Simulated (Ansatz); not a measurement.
Calculated with Ansatz (gas phase, PBE0-D4/def2-TZVP geometries, no zero-point term in ΔE). CCSD(T)/CBS adds triple-zeta CCSD(T) − MP2 to the extrapolated MP2 energy (def2 sets, frozen cores). Functionals use def2-TZVPP. HSE06 is defined as in plane-wave codes. def2 core potentials past Kr. For Ga, In outer-core shells are correlated without core-valence functions, which leaves a few kJ/mol of doubt a bond. Scalar relativity is left out up to krypton. Each species was taken in one conformer, which may not be the lowest.

`[SH][InH2]` + `[F][Ga]([F])[SiH3]` → `[SiH3][InH2]` + `[F][Ga]([F])[SH]`  (redistribution)

| level | ΔE (kcal/mol) | difference from CCSD(T)/CBS |
| --- | --- | --- |
| BLYP-D4 | 7.7 | 1.3 |
| BHLYP-D4 | 6.0 | -0.4 |
| ωB97X-V | 5.9 | -0.5 |
| PBE-QIDH | 4.9 | -1.5 |
| revPBE | 6.7 | 0.3 |
| r2SCANh | 5.9 | -0.5 |
| HSE06 | 5.8 | -0.6 |
| CAM-B3LYP | 6.7 | 0.3 |
| LC-ωPBE | 5.6 | -0.8 |
| MP2/def2-QZVPP | 5.8 | -0.6 |
| CCSD(T)/CBS | 6.4 | 0 |

Largest T1 diagnostic among the species: 0.015.

From BLYP to BHLYP (50 % exact exchange), in def2-TZVPP and without D4, ΔE moves by −1.8 kcal/mol. At CCSD(T), def2-SVP lies −3.0 kcal/mol from the extrapolated value and def2-TZVPP −1.5 kcal/mol. Leaving LDA and LC-ωPBE aside and taking each functional with its dispersion term where it has one, the values spread over 2.8 kcal/mol, from PBE-QIDH to BLYP-D4.
